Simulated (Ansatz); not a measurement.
BHOZn, 4 atoms. Charge 0, multiplicity 1. For Zn the d shell is correlated and the shells below it are frozen. Scalar relativity is left out up to krypton. The bonds changed during the relaxation, so this is another structure than the one it started from. All runs use 2 threads of an Arm Neoverse V1 on a shared host. Correlated methods freeze the cores. Open-shell runs search over several starts.

**Question.** How many basis functions does each run have, and how long does it take in Ansatz? RKS PBE0-D4/def2-QZVPP energy; RKS PBE-QIDH (frozen core with 3s3p of Cu, Zn)/def2-TZVPP energy; UKS ωB97M-V/def2-TZVPP energy of the cation; UKS B3LYP-D4/def2-TZVPP energy of the cation; RKS BHLYP-D4/def2-TZVPP energy; UHF-MP2 with 3s3p of Cu, Zn/def2-QZVPP energy of the cation; RKS ωB97M-V/def2-QZVPP energy; UKS PBE0-D4/def2-TZVPP energy of the cation; RHF-CCSD(T) with 3s3p of Cu, Zn/def2-SVP energy; RKS PBE0-D4/def2-SVP energy; RHF-MP2 with 3s3p of Cu, Zn/def2-QZVPP energy; UKS ωB97X-V/def2-TZVPP energy of the cation. (Best estimate.)

**Answer.** Ansatz gave: Other jobs shared the machine, so times are rough.

```csv
level,job,functions,wall time,peak host memory (GiB)
"RHF-CCSD(T) with 3s3p of Cu, Zn/def2-SVP",energy,64,0.81 s,0.3
RKS PBE0-D4/def2-SVP,energy,64,0.9 s,0.3
RKS BHLYP-D4/def2-TZVPP,energy,140,1.7 s,0.3
UKS PBE0-D4/def2-TZVPP,energy of the cation,140,2.9 s,0.3
"RKS PBE-QIDH (frozen core with 3s3p of Cu, Zn)/def2-TZVPP",energy,140,2.9 s,0.3
RKS PBE0-D4/def2-QZVPP,energy,244,3.4 s,0.46
UKS B3LYP-D4/def2-TZVPP,energy of the cation,140,3.7 s,0.3
"RHF-MP2 with 3s3p of Cu, Zn/def2-QZVPP",energy,244,6.5 s,0.58
UKS ωB97X-V/def2-TZVPP,energy of the cation,140,8.5 s,0.4
"UHF-MP2 with 3s3p of Cu, Zn/def2-QZVPP",energy of the cation,244,9.5 s,0.64
RKS ωB97M-V/def2-QZVPP,energy,244,9.5 s,0.62
UKS ωB97M-V/def2-TZVPP,energy of the cation,140,10 s,0.45
```

B3LYP here is the variant with VWN-RPA as its local correlation; programs differ in this.
